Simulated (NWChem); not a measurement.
# C$_{2}$H$_{6}$ClGa; SMILES [Cl][Ga]([CH3])[CH3]

Task: Give the equilibrium geometry at PBE0/def2-SVP (NWChem) as a list of bonds and angles, with the point group.

Result: point group Cs; any orientation.
Bonded distances (Å): Ga1–C2 1.956, Ga1–C6 1.956, Ga1–Cl10 2.180, C2–H3 1.101, C2–H4 1.099, C2–H5 1.101, C6–H7 1.101, C6–H8 1.101, C6–H9 1.099. Angles (°): C2–Ga1–C6 132.2, C2–Ga1–Cl10 113.9, C6–Ga1–Cl10 113.9, Ga1–C2–H3 109.4, Ga1–C2–H4 112.4, Ga1–C2–H5 109.8, H3–C2–H4 108.8, H3–C2–H5 107.3, H4–C2–H5 109.1, Ga1–C6–H7 109.4, Ga1–C6–H8 109.8, Ga1–C6–H9 112.4, H7–C6–H8 107.3, H7–C6–H9 108.8, H8–C6–H9 109.1.
